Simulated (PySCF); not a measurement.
HO4Re, singlet, geometry from GFN2-xTB of the parent state (such geometries of metal compounds can be far from the true shape) (the multiplicity is a formal guess) (core potentials on Re); HF/def2-SV(P) (PySCF).

The PySCF input:
```python
from pyscf import gto, scf

mol = gto.M(
    atom='''
Re    0.015965   -0.014552   -0.112133
O     1.133164    0.839957   -0.984042
O     0.488411   -0.316155    1.611613
O    -0.481088   -1.366039   -0.927588
O    -1.150394    0.869796    1.093606
H    -1.118092    0.870921    2.061239
''',
    basis='def2-sv(p)',
    ecp={'Re': 'def2-sv(p)'},
    charge=0,
    spin=0,
    verbose=4,
)

mf = scf.RHF(mol)
mf.kernel()
```

### Question
Write the output that PySCF gives for this input, abridged.

### Answer

```
PySCF version 2.14.0

[INPUT] verbose = 4
[INPUT] num. atoms = 6
[INPUT] num. electrons = 48
[INPUT] charge = 0
[INPUT] spin (= nelec alpha-beta = 2S) = 0
[INPUT] symmetry False subgroup None
[INPUT] Mole.unit = angstrom
[INPUT] Symbol           X                Y                Z      unit          X                Y                Z       unit  Magmom
[INPUT]  1 Re     0.015965000000  -0.014552000000  -0.112133000000 AA    0.030169477579  -0.027499294565  -0.211900659526 Bohr   0.0
[INPUT]  2 O      1.133164000000   0.839957000000  -0.984042000000 AA    2.141369614217   1.587288686411  -1.859569875069 Bohr   0.0
[INPUT]  3 O      0.488411000000  -0.316155000000   1.611613000000 AA    0.922963026225  -0.597446362912   3.045507188789 Bohr   0.0
[INPUT]  4 O     -0.481088000000  -1.366039000000  -0.927588000000 AA   -0.909124561815  -2.581439585475  -1.752887276433 Bohr   0.0
[INPUT]  5 O     -1.150394000000   0.869796000000   1.093606000000 AA   -2.173929595343   1.643676224242   2.066615828181 Bohr   0.0
[INPUT]  6 H     -1.118092000000   0.870921000000   2.061239000000 AA   -2.112887662067   1.645802166132   3.895177187272 Bohr   0.0

nuclear repulsion = 230.776916839576
number of shells = 37
number of NR pGTOs = 150
number of NR cGTOs = 83
basis = def2-sv(p)
ecp = {'Re': 'def2-sv(p)'}

******** <class 'pyscf.scf.hf.RHF'> ********
method = RHF
initial guess = minao
damping factor = 0
level_shift factor = 0
DIIS = <class 'pyscf.scf.diis.CDIIS'>
diis_start_cycle = 1
diis_space = 8
diis_damp = 0
SCF conv_tol = 1e-09
SCF conv_tol_grad = None
SCF max_cycles = 50
direct_scf = True
direct_scf_tol = 1e-13
Set gradient conv threshold to 3.16228e-05
Initial guess from minao.
init E= -364.145449881253
  HOMO = -0.606906616314671  LUMO = -0.372591568425598  gap/eV = 6.37604
cycle= 1 E= -376.596887327465  delta_E= -12.5  |g|= 1.63  |ddm|= 8.22
  HOMO = -0.345873263008945  LUMO = -0.173733873510368  gap/eV = 4.68415
cycle= 2 E= -375.497761436257  delta_E=  1.1  |g|= 2.82  |ddm|= 3.33
  HOMO = -0.429440044924231  LUMO = -0.109340135501377  gap/eV = 8.71036
cycle= 3 E= -377.021616269337  delta_E= -1.52  |g|= 0.505  |ddm|= 2.39
  HOMO = -0.410296090072702  LUMO = -0.0899223068662529  gap/eV = 8.71781
cycle= 4 E= -377.069427272469  delta_E= -0.0478  |g|= 0.204  |ddm|= 0.509
  HOMO = -0.446464791049856  LUMO = -0.0992449849985562  gap/eV = 9.44833
cycle= 5 E= -377.078030220095  delta_E= -0.0086  |g|= 0.0432  |ddm|= 0.181
  HOMO = -0.439841698703468  LUMO = -0.0918465199008089  gap/eV = 9.46943
cycle= 6 E= -377.078953226143  delta_E= -0.000923  |g|= 0.0234  |ddm|= 0.0627
  HOMO = -0.439758156536278  LUMO = -0.0900872573374372  gap/eV = 9.51503
cycle= 7 E= -377.079588974025  delta_E= -0.000636  |g|= 0.0186  |ddm|= 0.0585
  HOMO = -0.439022526035483  LUMO = -0.0904841522538007  gap/eV = 9.48421
cycle= 8 E= -377.080127616945  delta_E= -0.000539  |g|= 0.0153  |ddm|= 0.0662
  HOMO = -0.43705686924617  LUMO = -0.0891481585850507  gap/eV = 9.46708
cycle= 9 E= -377.080610445794  delta_E= -0.000483  |g|= 0.0118  |ddm|= 0.0794
  HOMO = -0.436050079371437  LUMO = -0.0887576464013513  gap/eV = 9.45031
cycle= 10 E= -377.08100831352  delta_E= -0.000398  |g|= 0.00722  |ddm|= 0.0897
  HOMO = -0.434772897745297  LUMO = -0.0881503372850965  gap/eV = 9.43208
cycle= 11 E= -377.081276959088  delta_E= -0.000269  |g|= 0.00373  |ddm|= 0.119
  HOMO = -0.434293222009568  LUMO = -0.088126909371411  gap/eV = 9.41967
cycle= 12 E= -377.081300791098  delta_E= -2.38e-05  |g|= 0.00181  |ddm|= 0.0336
  HOMO = -0.43385623935918  LUMO = -0.0887644382865851  gap/eV = 9.39043
cycle= 13 E= -377.081306652069  delta_E= -5.86e-06  |g|= 0.00141  |ddm|= 0.00829
  HOMO = -0.433989532324212  LUMO = -0.0885413044658883  gap/eV = 9.40013
cycle= 14 E= -377.081309194189  delta_E= -2.54e-06  |g|= 0.00117  |ddm|= 0.00357
  HOMO = -0.433922902245961  LUMO = -0.0882714523462411  gap/eV = 9.40566
cycle= 15 E= -377.081314837751  delta_E= -5.64e-06  |g|= 0.00106  |ddm|= 0.0158
  HOMO = -0.433818697281502  LUMO = -0.0883982115745745  gap/eV = 9.39937
cycle= 16 E= -377.081316192645  delta_E= -1.35e-06  |g|= 0.000502  |ddm|= 0.0039
  HOMO = -0.433675223483199  LUMO = -0.0884873170083367  gap/eV = 9.39304
cycle= 17 E= -377.081317070022  delta_E= -8.77e-07  |g|= 0.000355  |ddm|= 0.00506
  HOMO = -0.433696433680073  LUMO = -0.0883832798390252  gap/eV = 9.39645
cycle= 18 E= -377.081317263725  delta_E= -1.94e-07  |g|= 0.000197  |ddm|= 0.00253
  HOMO = -0.433663979081235  LUMO = -0.0884253620723996  gap/eV = 9.39442
cycle= 19 E= -377.081317296311  delta_E= -3.26e-08  |g|= 5.35e-05  |ddm|= 0.000779
  HOMO = -0.433664183594804  LUMO = -0.0884254555097641  gap/eV = 9.39442
cycle= 20 E= -377.081317299501  delta_E= -3.19e-09  |g|= 4.12e-05  |ddm|= 0.000371
  HOMO = -0.433662719235457  LUMO = -0.0884244044350915  gap/eV = 9.39441
cycle= 21 E= -377.081317300585  delta_E= -1.08e-09  |g|= 1.61e-05  |ddm|= 0.000159
  HOMO = -0.433663096459597  LUMO = -0.0884243392675614  gap/eV = 9.39443
cycle= 22 E= -377.081317300844  delta_E= -2.59e-10  |g|= 8.94e-06  |ddm|= 7.95e-05
  HOMO = -0.433663601249656  LUMO = -0.0884250776493474  gap/eV = 9.39442
Extra cycle  E= -377.081317300888  delta_E= -4.39e-11  |g|= 9.27e-06  |ddm|= 1.66e-05
converged SCF energy = -377.081317300888
```
